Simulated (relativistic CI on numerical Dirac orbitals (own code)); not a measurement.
Slater and spin-orbit integrals, Mn10+

These numbers are calculated, not measured: Dirac-Coulomb-Breit CI, KLI orbitals optimised for each configuration, model QED (radiative potential, 1s self-energy scaled to tabulated hydrogen-like ionisation energies), unscaled Slater integrals (own radial code, finite nucleus).

Slater integrals F^k, G^k are unscaled and averaged over j, outside the closed core [Ne]; ζ comes from projecting the Hamiltonian with its Breit term on Σ l·s of the shell.

- 3s²3p³: F^2(3p,3p) = 131890, ζ(3p) = 9366.6 cm⁻¹; <r>(3p) = 0.7615, <r^2>(3p) = 0.668 (bohr units).
- 3s3p⁴: F^2(3p,3p) = 131740, G^1(3s,3p) = 172390, ζ(3p) = 9352.4 cm⁻¹; <r>(3s) = 0.7571, <r^2>(3s) = 0.6519, <r>(3p) = 0.7623, <r^2>(3p) = 0.6696 (bohr units).
- 3s²3p²3d: F^2(3p,3p) = 131710, ζ(3p) = 9368.2, F^2(3p,3d) = 129880, G^1(3p,3d) = 151090, G^3(3p,3d) = 97214, ζ(3d) = 664.63 cm⁻¹; <r>(3p) = 0.7625, <r^2>(3p) = 0.6699, <r>(3d) = 0.7315, <r^2>(3d) = 0.6263 (bohr units).

Averages of the first 10 configurations, taken without configuration mixing, which lowers the lowest level and can move excited configurations by several eV; other configurations of the list can lie among them:

```
Configuration  Parity  States  Average energy above the lowest level (eV)
       3s²3p³     odd      20                                         9.7
        3s3p⁴    even      30                                        46.6
     3s²3p²3d    even     150                                        61.4
          3p⁵     odd       6                                        89.4
      3s3p³3d     odd     400                                        95.7
        3p⁴3d    even     150                                       135.9
     3s3p²3d²    even    1350                                       146.6
     3s²3p²4s    even      30                                       141.6
     3s²3p²4p     odd      90                                       154.4
    3s²3p3d4p    even     360                                       206.4
```
